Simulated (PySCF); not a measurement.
C3H5ClOSi, SMILES C=C=C(Cl)[SiH2]O. Atoms are numbered in the order given.

```xyz
11

C      2.4622    -1.1374    -0.0239
C      1.3910    -0.3831    -0.0433
C      0.2832     0.3139    -0.0556
Cl     0.3047     2.0792    -0.2294
Si    -1.4377    -0.4349     0.1059
O     -1.3317    -2.0888     0.2586
H      2.8811    -1.5538    -0.9473
H      2.9823    -1.3677     0.9133
H     -2.0897     0.2161     1.2781
H     -2.2138    -0.1696    -1.1286
H     -0.7782    -2.4329     0.9696
```

Geometry: B3LYP-D3(BJ)/def2-SVP. The structure was generated by enumeration, and PubChem lists no compound with its InChIKey, so it may never have been made. One conformer was computed; it need not be the lowest.

Calculation: HF/def2-TZVP run with PySCF.

Atomic charges (e):

```tsv
atom	Löwdin	Mulliken
C1	-0.17	-0.27
C2	-0.10	0.12
C3	-0.52	-0.29
Cl4	0.33	-0.13
Si5	0.27	0.66
O6	-0.17	-0.65
H7	0.14	0.16
H8	0.14	0.16
H9	-0.05	-0.06
H10	-0.04	-0.05
H11	0.18	0.35
```

**Question.** Give the Mayer and Wiberg (Löwdin basis) orders of the bonds. (Estimate from the structure and the level; the computed values follow.)

**Answer.** 
```json
[
 {"bond": "C1–C2", "Mayer": "1.92", "Wiberg": "2.15"},
 {"bond": "C2–C3", "Mayer": "1.68", "Wiberg": "2.05"},
 {"bond": "C3–Cl4", "Mayer": "1.07", "Wiberg": "1.55"},
 {"bond": "C3–Si5", "Mayer": "0.93", "Wiberg": "1.03"},
 {"bond": "Si5–O6", "Mayer": "1.07", "Wiberg": "1.61"},
 {"bond": "C1–H7", "Mayer": "0.95", "Wiberg": "0.87"},
 {"bond": "C1–H8", "Mayer": "0.95", "Wiberg": "0.88"},
 {"bond": "Si5–H9", "Mayer": "0.97", "Wiberg": "0.93"},
 {"bond": "Si5–H10", "Mayer": "0.97", "Wiberg": "0.93"},
 {"bond": "O6–H11", "Mayer": "0.86", "Wiberg": "1.02"}
]
```
